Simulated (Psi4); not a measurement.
furan (C4H4O), singlet, geometry from GFN2-xTB; CCSD(T)/STO-3G in Psi4.

Psi4 was given this input:
```
memory 2 GB

molecule {
0 1
O    -0.00798452   -0.00251073    1.15090764
C    -0.00772947    1.07855182    0.35476202
C     0.00283925   -1.08008955    0.35012622
C     0.00316098    0.71058145   -0.95411083
C     0.01009858   -0.70641198   -0.95715390
H    -0.01572036    2.03941226    0.82982610
H     0.00426721   -2.04301371    0.82105887
H     0.00592920    1.35759045   -1.80703656
H     0.01918407   -1.34969359   -1.81285061
}

set {
  basis sto-3g
}

energy('ccsd(t)')
print_variables()
```

Output, abridged:

```
   => Loading Basis Set <=

    Name: STO-3G
    Role: ORBITAL
    Keyword: BASIS

         ---------------------------------------------------------
                                   SCF
               by Justin Turney, Rob Parrish, Andy Simmonett
                          and Daniel G. A. Smith
                              RHF Reference
         ---------------------------------------------------------

  ==> Geometry <==

    Molecular point group: c1
    Full point group: C1

    Geometry (in Angstrom), charge = 0, multiplicity = 1:

       Center              X                  Y                   Z               Mass
    ------------   -----------------  -----------------  -----------------  -----------------
         O           -1.122302422741    -0.002448297806     0.000000001629    15.994914619570
         C           -0.326174248088     1.078627129642     0.000000001629    12.000000000000
         C           -0.321465127810    -1.080039953756     0.000000001629    12.000000000000
         C            0.982742675774     0.710652376438     0.000000001257    12.000000000000
         C            0.985833875231    -0.706357932528    -0.000000006352    12.000000000000
         H           -0.801282382180     2.039499015226     0.000000008810     1.007825032230
         H           -0.792376488823    -2.042975583944    -0.000000001138     1.007825032230
         H            1.835667051537     1.357669083524    -0.000000002033     1.007825032230
         H            1.841573056925    -1.349647205182    -0.000000009626     1.007825032230

  Running in c1 symmetry.

  Rotational constants: A =      0.32357  B =      0.31213  C =      0.15887 [cm^-1]
  Rotational constants: A =   9700.39928  B =   9357.31070  C =   4762.88337 [MHz]
  Nuclear repulsion =  162.211547539639810

  Charge       = 0
  Multiplicity = 1
  Electrons    = 36
  Nalpha       = 18
  Nbeta        = 18

  ==> Algorithm <==

  SCF Algorithm Type is PK.
  DIIS enabled.
  MOM disabled.
  Fractional occupation disabled.
  Guess Type is SAD.
  Energy threshold   = 1.00e-08
  Density threshold  = 1.00e-08
  Integral threshold = 1.00e-12

  ==> Primary Basis <==

  Basis Set: STO-3G
    Blend: STO-3G
    Number of shells: 19
    Number of basis functions: 29
    Number of Cartesian functions: 29
    Spherical Harmonics?: true
    Max angular momentum: 1

  ==> Integral Setup <==

  Using in-core PK algorithm.
   Calculation information:
      Number of atoms:                   9
[...]
  @RHF Final Energy:  -225.74803385982713
    Total Energy =                       -225.7480338598271317
[...]
             12   4         0.0032659229

    Largest TIjAb Amplitudes:
     17  17   0   0        -0.1356156896
     16  16   1   1        -0.0830932880
     16  17   0   1        -0.0771044206
     17  16   1   0        -0.0771044206
     17  17   1   1        -0.0681942042
     16  16   0   0        -0.0566902958
     11  17   1   0         0.0443409221
     17  11   0   1         0.0443409221
     11  11   0   0        -0.0435422333
     11  17   0   1         0.0432376202

    SCF energy       (wfn)                    = -225.748033859827132
    Reference energy (file100)                = -225.748033859827387

    Opposite-spin MP2 correlation energy      =   -0.223488093827504
    Same-spin MP2 correlation energy          =   -0.057022384638971
    Singles MP2 correlation energy            =   -0.000000000000000
    MP2 correlation energy                    =   -0.280510478466475
      * MP2 total energy                      = -226.028544338293869

    Opposite-spin CCSD correlation energy     =   -0.281774047340310
    Same-spin CCSD correlation energy         =   -0.049260975827680
    Singles CCSD correlation energy           =    0.000000000000000
    CCSD correlation energy                   =   -0.331035023167990
      * CCSD total energy                     = -226.079068882995387

            **************************
            *                        *
            *        CCTRIPLES       *
            *                        *
            **************************

    Wave function   =    CCSD_T
    Reference wfn   =      RHF

    Nuclear Rep. energy (wfn)                =  162.211547539639810
    SCF energy          (wfn)                = -225.748033859827132
    Reference energy    (file100)            = -225.748033859827387
    CCSD energy         (file100)            =   -0.331035023167990
    Total CCSD energy   (file100)            = -226.079068882995387

    Number of ijk index combinations:             1140
    Approx. words needed per explicit thread:            5324
    Number of threads for explicit ijk threading:    1

    MKL num_threads set to 1 for explicit threading.

    (T) energy                                =   -0.008028712134994
      * CCSD(T) total energy                  = -226.087097595130359

  Variable Map:
  ----------------------------------------------------------------------------
[...]
  Array Variable Map:
  ----------------------------------------------------------------------------
[...]
[...]
```
